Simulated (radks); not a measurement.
All-electron atom: F+ in [He] 2s1 2p5 (not the ground configuration).

Method: Dirac Kohn-Sham, PBE, spin-unpolarised, spherical densities, point nucleus; open shells are shared between the two j in proportion to 2j + 1; computed with a radial shooting solver on a logarithmic mesh with Libxc functionals.

Energy parts (hartree):
| part | energy |
|---|---|
| total | -98.32982 |
| kinetic | 98.28676 |
| electron-nucleus | -230.79839 |
| Hartree | 43.82341 |
| exchange-correlation | -9.64161 |

Orbitals (lengths in bohr, moments of r in powers of bohr; <r^-3> diverges for s and p1/2):
orbital     occ.  eigenvalue (hartree)     <r>  <r^-3>
1s1/2          2             -25.14195  0.1762       -
2s1/2          1              -1.74766  0.9625       -
2p1/2    1.66667              -1.04663  0.9845       -
2p3/2    3.33333              -1.04391  0.9862   8.981

The highest occupied level is 2p3/2 at -28.406 eV. The density falls to 0.001 e/bohr^3 at r = 2.79 bohr.
